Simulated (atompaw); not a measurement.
## Varying the PAW (atompaw) potential for oxygen

Base potential:

```json
{
 "Element": "O (Z = 8)",
 "Generator": "atompaw 4.2.0.5",
 "Type": "PAW",
 "Functional": "LDA (PW92)",
 "Relativity": "scalar-relativistic",
 "Frozen core": "[He]",
 "Valence charge": "6",
 "Reference configuration": "2s2 2p2.5 (charge +1.5)",
 "Partial waves": "2s (bound): rc 1.80 bohr; 2s channel at -3.25 Ry: rc 1.80 bohr; 2p (bound): rc 1.80 bohr; 2p channel at -0.5 Ry: rc 1.80 bohr; 3d channel at 0.05 Ry: rc 1.80 bohr",
 "Local potential": "vpsmatchnc scheme with l = 3 at 0 Ry, radius 1.65 bohr",
 "Core correction": "smooth core density matched at 1.70 bohr",
 "Augmentation charge": "besselshape compensation charge, radius 1.75 bohr; PAW radius 1.80 bohr; waves and projectors: custom polynom2 7 10 vanderbiltortho"
}
```

All-electron outer shells of the reference configuration (LDA (PW92), scalar-relativistic, ld1.x):

```csv
shell,level (eV),outermost node (bohr),outermost maximum (bohr)
2s,-48.38,0.28,0.85
2p,-33.58,–,0.76
```

Cutoffs, loose and tight: the cutoffs (Ry, on a coarse ladder) from which the occupation-weighted sum of valence levels, in a spherical-Bessel basis at the reference potential, stays within 10 and 1 mRy of its value at 400 Ry. They see the waves, projectors and local potential, not the compensation charge or the core. A dash means not determined.

A true bound ghost makes a file unfit for plane-wave use even where its test errors are small: the radial tests pick states by their node count and pass the ghost by.

| change | outcome | cutoff, loose | cutoff, tight | bound ghosts |
| --- | --- | --- | --- | --- |
| base | generated | 21 Ry | 25 Ry | none |
| all radii scaled by about 0.76 (s 1.36, p 1.36, d 1.36 bohr); local potential vpsmatchnc scheme with l = 3 at 0 Ry, radius 1.24 bohr; augmentation besselshape compensation charge, radius 1.32 bohr; PAW radius 1.36 bohr; waves and projectors: custom polynom2 7 10 vanderbiltortho; core correction smooth core density matched at 1.28 bohr | generated | 25 Ry | 180 Ry | none |
| all radii scaled by about 0.83 (s 1.50, p 1.50, d 1.50 bohr); local potential vpsmatchnc scheme with l = 3 at 0 Ry, radius 1.38 bohr; augmentation besselshape compensation charge, radius 1.46 bohr; PAW radius 1.50 bohr; waves and projectors: custom polynom2 7 10 vanderbiltortho; core correction smooth core density matched at 1.42 bohr | generated | 25 Ry | 60 Ry | none |
| all radii scaled by about 0.88 (s 1.58, p 1.58, d 1.58 bohr); local potential vpsmatchnc scheme with l = 3 at 0 Ry, radius 1.46 bohr; augmentation besselshape compensation charge, radius 1.54 bohr; PAW radius 1.58 bohr; waves and projectors: custom polynom2 7 10 vanderbiltortho; core correction smooth core density matched at 1.50 bohr | generated | 21 Ry | 30 Ry | none |
| all radii scaled by about 0.94 (s 1.70, p 1.70, d 1.70 bohr); local potential vpsmatchnc scheme with l = 3 at 0 Ry, radius 1.56 bohr; augmentation besselshape compensation charge, radius 1.66 bohr; PAW radius 1.70 bohr; waves and projectors: custom polynom2 7 10 vanderbiltortho; core correction smooth core density matched at 1.60 bohr | generated | 21 Ry | 25 Ry | none |
| all radii scaled by about 1.09 (s 1.96, p 1.96, d 1.96 bohr); local potential vpsmatchnc scheme with l = 3 at 0 Ry, radius 1.80 bohr; augmentation besselshape compensation charge, radius 1.90 bohr; PAW radius 1.96 bohr; waves and projectors: custom polynom2 7 10 vanderbiltortho; core correction smooth core density matched at 1.84 bohr | generated | 18 Ry | 21 Ry | s |
| all radii scaled by about 1.17 (s 2.10, p 2.10, d 2.10 bohr); local potential vpsmatchnc scheme with l = 3 at 0 Ry, radius 1.92 bohr; augmentation besselshape compensation charge, radius 2.04 bohr; PAW radius 2.10 bohr; waves and projectors: custom polynom2 7 10 vanderbiltortho; core correction smooth core density matched at 1.98 bohr | generated | 15 Ry | 21 Ry | none |
| all radii scaled by about 1.23 (s 2.22, p 2.22, d 2.22 bohr); local potential vpsmatchnc scheme with l = 3 at 0 Ry, radius 2.04 bohr; augmentation besselshape compensation charge, radius 2.16 bohr; PAW radius 2.22 bohr; waves and projectors: custom polynom2 7 10 vanderbiltortho; core correction smooth core density matched at 2.10 bohr | generated | 12 Ry | 21 Ry | none |
| all radii scaled by about 1.29 (s 2.32, p 2.32, d 2.32 bohr); local potential vpsmatchnc scheme with l = 3 at 0 Ry, radius 2.14 bohr; augmentation besselshape compensation charge, radius 2.26 bohr; PAW radius 2.32 bohr; waves and projectors: custom polynom2 7 10 vanderbiltortho; core correction smooth core density matched at 2.20 bohr | generated | 15 Ry | 21 Ry | none |

Reading the sweep of the scale of all radii (base = 1) (base included, trends over the rows without a ghost): The loose cutoff is not monotonic: lowest 12 Ry at 1.23, highest 25 Ry at 0.76. Bound ghosts are found at 1.09.
